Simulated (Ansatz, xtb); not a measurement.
# Relaxing a trial structure of C2H4BF2+

The starting geometry of this gas-phase singlet was built from a drawn formula by distance geometry and a force field; its bonds are those of `BC([CH2+])(F)F`.

```xyz
9

C     0.3702    0.4141    1.0969
C     1.6591    1.0499    0.5837
B    -0.7604    1.4602    1.0887
F     0.6283    0.0349    2.4196
F     0.0699   -0.6999    0.3190
H    -1.7617    1.2601    0.4326
H    -0.7012    2.5067    1.6712
H     1.7013    1.4058   -0.4696
H     2.5542    1.0886    1.2208
```

Task: Predict what it relaxes into with r2SCAN-D4/def2-SVP.

Result: It rearranges to `BC[C+](F)F`. Contacts that open: C1–B3 (1.54 → 2.48 Å). Contacts that close: C2–B3 (2.51 → 1.64 Å).

The energy falls by 3.13 eV over 17 steps:

```json
{"step": "1", "E − E(last) (eV)": "3.128"}
{"step": "3", "E − E(last) (eV)": "2.432"}
{"step": "5", "E − E(last) (eV)": "1.348"}
{"step": "6", "E − E(last) (eV)": "0.868"}
{"step": "8", "E − E(last) (eV)": "0.299"}
{"step": "10", "E − E(last) (eV)": "0.061"}
{"step": "12", "E − E(last) (eV)": "0.006"}
{"step": "13", "E − E(last) (eV)": "0.001"}
{"step": "15", "E − E(last) (eV)": "0.000"}
{"step": "17", "E − E(last) (eV)": "0.000"}
```

Final geometry (Å):

| atom | x (Å) | y (Å) | z (Å) |
| --- | --- | --- | --- |
| C | 0.6934 | -0.2477 | 1.0252 |
| C | 1.0140 | 1.1213 | 0.8505 |
| B | -0.3729 | 1.9894 | 0.9409 |
| F | 0.7816 | -0.8366 | 2.1364 |
| F | 0.2008 | -0.9613 | 0.1094 |
| H | -1.4395 | 1.4456 | 0.9250 |
| H | -0.1815 | 3.1703 | 0.9839 |
| H | 1.3201 | 1.3413 | -0.1918 |
| H | 1.7439 | 1.4982 | 1.5833 |

From the same start GFN2-xTB reaches the same bonding as this run.

The end wasn't checked by frequencies. Run with Ansatz 0.2.0, 2.1 min on 1 thread of AMD EPYC (Zen 3) (shared host).
